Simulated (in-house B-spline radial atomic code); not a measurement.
## RPA and G0W0 on B3LYP (VWN-RPA): Ne³⁺

Configuration [He] 2s2 2p3, highest spin, mean-field start B3LYP (VWN-RPA). Computed with a B-spline radial code for spherical atoms: all electrons, scalar-relativistic (spin-free one-electron X2C), finite nucleus, each spin shell either full or empty, empty states to l = 9 with an (l + 1/2)⁻⁴ tail; G0W0 by contour deformation at full frequency.

Command:
```bash
python run_gw.py task.json out
```
Settings (radii: box in bohr, nucleus in fm):
```
Z                        10
electrons                7
configuration            [He] 2s2 2p3
hamiltonian              x2c
method                   b3lyp
lmax                     9
rms_radius               3.0055
spin_polarised           True
box_radius               14.14
intervals                70
```

Time taken, with all properties: 0.9 s on 1 thread of AMD EPYC 9R14, on a shared host.

Energies (hartree):

```
                                     term       value
                         mean-field total  -124.45290
Hartree-Fock functional on these orbitals  -124.24540
                      direct second order    -0.39963
                    second-order exchange     0.18744
                         SOSEX correction     0.16841
```

Question: What is the RPA correlation energy, and what remains with SOSEX?

Answer: RPA gives -0.35412 hartree (-1.38 eV per electron); RPA + SOSEX gives -0.18571, and the second-order doubles -0.21219 hartree (no singles). SOSEX takes back 48 % of the RPA value.

Quasi-particle levels (eV):

```json
{"level": "2p up", "occupied": "yes", "mean field": "-86.88", "Σx - vxc": "-11.61", "Σc": "?", "QP weight": "?", "G0W0": "?"}
{"level": "2s down", "occupied": "yes", "mean field": "-100.50", "Σx - vxc": "-6.62", "Σc": "-2.11", "QP weight": "0.958", "G0W0": "-109.23"}
{"level": "2p down", "occupied": "no", "mean field": "-72.67", "Σx - vxc": "13.22", "Σc": "-4.13", "QP weight": "0.961", "G0W0": "-63.58"}
```

G0W0 = mean field + (Σx - vxc) + Σc, with Σc (partial-wave tail included) taken at the quasi-particle energy. Levels of low weight are left out.

Question: Where does G0W0 put 2p up?

Answer: At -97.00 eV, with Σc = 1.50 eV and a quasi-particle weight of 0.953. The tabulated removal energy is 97.190 ± 0.0025 eV (NIST, semi-empirical).
